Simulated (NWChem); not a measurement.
BHCl2; SMILES B(Cl)Cl

```xyz
4

B      0.0000     0.0000    -0.7033
H      0.0000     0.0000    -1.9032
Cl     1.5101     0.0000     0.1594
Cl    -1.5101     0.0000     0.1594
```
Atoms are numbered in this order, from 1.

Computed with NWChem. All runs use the structure optimised with PBE0/def2-SVP. Vertical excitations in the gas phase; the lowest state need not have the same character in each row.

For level PBE/aug-cc-pVDZ, TDA:

| Item | Result |
|---|---|
| lowest excitation, singlet (eV) | 5.26 |
| lowest state with f > 0.02, singlet (eV) | 6.57 |
| oscillator strength of that bright state | 0.161 |
| orbital gap (eV) | 5.12 |

What are these values for level Hartree-Fock/aug-cc-pVDZ, CIS?


* **lowest excitation, singlet (eV)**: 7.11
* **lowest state with f > 0.02, singlet (eV)**: 8.51
* **oscillator strength of that bright state**: 0.184
* **orbital gap (eV)**: 13.95
